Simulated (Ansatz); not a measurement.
Program: Ansatz 0.2.0.

A structure relaxed at PBE0-D4/def2-TZVP, charge 0, multiplicity 1:

```csv
atom,x (Å),y (Å),z (Å)
N1,0.698,-0.727,1.482
Ge2,-0.266,0.378,0.372
C3,-0.751,-0.269,-1.349
C4,0.289,0.549,-1.438
H5,0.118,-1.238,2.136
H6,1.405,-0.236,2.013
H7,-1.083,1.488,1.046
H8,-1.341,-0.866,-2.034
H9,0.930,0.921,-2.229
```

Problem. Give its formula and SMILES.

Solution. C2H5GeN, `[NH2][GeH]1[CH]=[CH]1`.

Problem. Point group (tolerance 0.08 Å, 0.16 Å for H)?

Solution. Cs.

Problem. Summarise the bond lengths by kind.

Solution. 1 × Ge–N 1.840 Å; 2 × H–N 1.012 Å; 2 × C–Ge 1.901 Å; 1 × Ge–H 1.535 Å; 1 × C–C 1.326 Å; 2 × C–H 1.084 Å.
